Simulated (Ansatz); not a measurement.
C₄H₁₀Si, SMILES `C1CC[SiH2]C1` at its PBE0-D4/def2-TZVP geometry, where that method's forces vanish. The species carries charge 0 and has multiplicity 1.

```xyz
15

C    -0.9232    0.5216   -0.7598
C    -0.7369    0.7870    0.7344
C     0.7349    0.5376    1.0975
Si    1.1971   -0.9437    0.0184
C    -0.3304   -0.8564   -1.0914
H    -1.9760    0.5930   -1.0487
H    -0.3892    1.2941   -1.3256
H    -1.3739    0.0956    1.2986
H    -1.0575    1.7981    1.0023
H     1.3465    1.3986    0.8091
H     0.8849    0.3813    2.1670
H     1.2965   -2.2249    0.7730
H     2.4803   -0.7527   -0.7148
H    -0.1230   -0.9813   -2.1555
H    -1.0302   -1.6479   -0.8047
```

Question: What forces (eV/Å) does r2SCAN-D4/def2-TZVPP give on these atoms in Ansatz? (An estimate is asked.)

Answer: Ansatz gave: 
```
C1  -0.090  0.121 -0.109
C2  -0.140  0.061  0.105
C3   0.151 -0.018  0.053
Si4  0.077 -0.060  0.001
C5   0.054 -0.143 -0.050
H6  -0.001  0.004 -0.003
H7   0.006  0.002  0.003
H8  -0.001 -0.007 -0.003
H9  -0.005  0.000  0.002
H10 -0.009  0.003  0.008
H11  0.001  0.019 -0.005
H12  0.000  0.019 -0.010
H13 -0.019 -0.004  0.010
H14 -0.018 -0.005  0.004
H15 -0.005  0.008 -0.008
```
